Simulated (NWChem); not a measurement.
System: C2H5ClOSi; SMILES Cl[SiH2]CC=O

Excerpt of the output:

```
             Northwest Computational Chemistry Package (NWChem) 7.3.0
             --------------------------------------------------------

 C1  symmetry detected

                             Geometry "geometry" -> ""
                             -------------------------

 Output coordinates in angstroms (scale by  1.889725989 to convert to a.u.)

  No.       Tag          Charge          X              Y              Z
 ---- ---------------- ---------- -------------- -------------- --------------
    1 O                    8.0000     0.55913757    -2.70011260     0.47613511
    2 C                    6.0000     0.58211994    -1.75283848    -0.26312213
    3 C                    6.0000    -0.63323768    -0.99113119    -0.69862576
    4 Si                  14.0000    -0.90744078     0.60800014     0.26707946
    5 Cl                  17.0000     0.71949430     1.85991796    -0.01641116
    6 H                    1.0000     1.55142245    -1.35829342    -0.66363794
    7 H                    1.0000    -0.55484700    -0.71081526    -1.76248771
    8 H                    1.0000    -1.52920779    -1.61535335    -0.54276384
    9 H                    1.0000    -1.03685617     0.32773281     1.72165732
   10 H                    1.0000    -2.12413780     1.29084069    -0.25148411

 Effective nuclear repulsion energy (a.u.)     265.9630255617

  pbe96 is a nonlocal functional; adding pw91lda local functional.

                                 NWChem DFT Module
                                 -----------------

 Summary of "ao basis" -> "ao basis" (spherical)
 ------------------------------------------------------------------------------
       Tag                 Description            Shells   Functions and Types
 ---------------- ------------------------------  ------  ---------------------
 O                         def2-tzvp                11       31   5s3p2d1f
 C                         def2-tzvp                11       31   5s3p2d1f
 Si                        def2-tzvp                13       37   5s5p2d1f
 Cl                        def2-tzvp                13       37   5s5p2d1f
 H                         def2-tzvp                 4        6   3s1p

            General Information
            -------------------
          SCF calculation type: DFT
          Wavefunction type:  closed shell.
          No. of atoms     :    10
          No. of electrons :    56
           Alpha electrons :    28
            Beta electrons :    28
          Charge           :     0
          Spin multiplicity:     1
          Use of symmetry is: off; symmetry adaption is: off
          Maximum number of iterations: 150
          AO basis - number of functions:   197
                     number of shells:    79
          Convergence on energy requested:  1.00D-06
          Convergence on density requested:  1.00D-05
          Convergence on gradient requested:  5.00D-04

              XC Information
              --------------
          PerdewBurkeErnzerhof Exchange Functional  1.000
            Perdew 1991 LDA Correlation Functional  1.000 local
           PerdewBurkeErnz. Correlation Functional  1.000 non-local

             Grid Information
             ----------------
          Grid used for XC integration:  medium
          Radial quadrature: Mura-Knowles
          Angular quadrature: Lebedev.
          Tag              B.-S. Rad. Rad. Pts. Rad. Cut. Ang. Pts.
          ---              ---------- --------- --------- ---------
          O                   0.60       49          12.0       434
          C                   0.70       49          11.0       434
          Si                  1.10       88          10.0       590
          Cl                  1.00       88          11.0       590
          H                   0.35       45          12.0       434
          Grid pruning is: on
          Number of quadrature shells:   548
          Spatial weights used:  Erf1

      Superposition of Atomic Density Guess
      -------------------------------------

 Sum of atomic energies:        -900.93910876

      Non-variational initial energy
      ------------------------------

 Total energy =    -903.057896
 1-e energy   =   -1771.290408
 2-e energy   =     602.269487
 HOMO         =      -0.328717
 LUMO         =      -0.028223

------------------------------------------------------------
EAF file 0: "./job.aoints.0" size=710934528 bytes
------------------------------------------------------------
               write      read    awrite     aread      wait
               -----      ----    ------     -----      ----
     calls:     1356         0         0         0         0
   data(b): 7.11e+08  0.00e+00  0.00e+00  0.00e+00
   time(s): 0.00e+00  0.00e+00  0.00e+00  0.00e+00  0.00e+00
rate(mb/s): 0.00e+00  0.00e+00
------------------------------------------------------------

     ---------------------------------------------
      Total Density - Mulliken Population Analysis
     ---------------------------------------------

    Atom       Charge   Shell Charges
 -----------   ------   -------------------------------------------------------
    1 O    8     8.74   0.79  1.18  0.61  0.96  0.29  2.02  2.10  0.77  0.00  0.02  0.00
    2 C    6     5.40   0.86  1.12  0.54  0.59  0.13  0.95  0.89  0.17  0.04  0.09  0.02
    3 C    6     6.56   0.86  1.12  0.56  0.69  0.07  1.26  1.51  0.44  0.01  0.03  0.00
    4 Si  14    13.27   2.00  0.59  1.39  0.84  0.42  4.11  1.73  0.48  1.10  0.33  0.11  0.14  0.03
    5 Cl  17    17.41   2.01  0.45  1.52  1.11  0.84  4.19  1.69  1.11  2.97  1.51  0.00  0.02  0.00
    6 H    1     0.91   0.24  0.47  0.18  0.02
    7 H    1     0.81   0.23  0.43  0.13  0.02
    8 H    1     0.82   0.23  0.43  0.14  0.02
    9 H    1     1.05   0.23  0.54  0.27  0.01
   10 H    1     1.04   0.23  0.54  0.26  0.01

[...]
```

Level: PBE/def2-TZVP. All runs use the structure optimised with PBE0/def2-SVP.

Q: Write an input that gives this output.

A: One answer among several that fit: the input that was run:
```
start job
memory heap 200 mb stack 900 mb global 1100 mb
geometry units angstroms noautoz
  O      0.584877    -2.705416     0.410511
  C      0.575571    -1.753869    -0.323539
  C     -0.657812    -0.990746    -0.702175
  Si    -0.891443     0.602537     0.283655
  Cl     0.721052     1.857524    -0.061961
  H      1.526579    -1.356152    -0.762892
  H     -0.625230    -0.704222    -1.766772
  H     -1.545883    -1.616658    -0.511721
  H     -0.958272     0.313760     1.740788
  H     -2.129670     1.287273    -0.178364
end
basis spherical
  * library def2-tzvp
end
dft
  xc xpbe96 cpbe96
  iterations 150
  semidirect filesize 400000000
  mulliken
end
task dft energy
```
